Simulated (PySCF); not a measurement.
Structure problem from calculated spectra and properties.

Formula: C4H11BSe.

* Valence photoelectron: vertical ionisation energy: 8.55 eV [ΔSCF CAM-B3LYP/def2-SVPD]
* Polarisability: 93.0 au [CAM-B3LYP/def2-SVPD]
* Rotational structure: rotational constants A, B, C: 3.409, 1.629, 1.330 GHz [PBE0-D3(BJ)/def2-SVP]
* 13C NMR: chemical shifts (computed TMS as zero) by class: 36.6 (1 C), 16.0 (1 C), 8.8 (2 C) ppm [GIAO B3LYP/pcSseg-1]
* XPS: B1s 194.6, C1s 289.5 (×2), C1s 290.2, C1s 291.1 eV [ΔSCF SCAN, pcX-2 on the ionised atom, pcseg-1 elsewhere, spin-free X2C]
* UV, strongest line: among the 10 lowest singlet transitions: S8 at 7.27 eV (171 nm, f = 0.088) [TDDFT CAM-B3LYP/def2-SVPD]

Electronic properties: PySCF, gas phase, density fitting. Levels stand in brackets. One conformer (not necessarily the lowest) at the PBE0-D3(BJ)/def2-SVP geometry, without solvent, vibrations or thermal averaging. The calculation (core ionisation apart) is non-relativistic and has no spin–orbit coupling, an omission that weighs most on selenium. NMR classes are plain means over equivalent atoms (diastereotopic ones count apart unless rotation or inversion swaps them), as if these changed places fast.

Q: Give a SMILES that accounts for the data.

A: Numbering: `[CH3:1][Se:2][CH2:3][B:4]([CH3:5])[CH3:6]`. 4 carbons fall into 3 classes; from least to most shielded: sp3 carbon bound to boron [C3] (36.6 ppm), sp3 carbon bound to selenium [C1] (16.0 ppm), sp3 carbon bound to boron [C5/C6] (8.8 ppm, 2 C). The core levels belong to: B1s 194.6 eV, three-coordinate boron [B4]; C1s 289.5 eV, sp3 carbon bound to boron [C5/C6]; C1s 290.2 eV, sp3 carbon bound to boron [C3]; C1s 291.1 eV, sp3 carbon bound to selenium [C1]. One atom of each topological class was ionised and stands for its class. No core level of Se was computed. The hole state at 194.6 eV has ⟨S²⟩ = 0.83 against 0.75, so that value is less sure. The first electron is taken from the HOMO, whose largest Löwdin shares are 0.61 on the selenium bonded to 2 C, 0.11 on an sp3 carbon bound to boron, 0.08 on the sp3 carbon bound to selenium and 0.08 on the three-coordinate boron. The optimised geometry has point group C1 and is an asymmetric top. Structure: `C[Se]CB(C)C`. The assignments are read from this structure; whether some other isomer fits the data as well wasn't checked. NMR values of atoms bound to Se lack the spin–orbit term that these neighbours bring.

Shape of the structure used: `[CH3:1][Se:2][CH2:3][B:4]([CH3:5])[CH3:6]`: C1–Se2–C3–B4 -99°, Se2–C3–B4–C5 -91°.
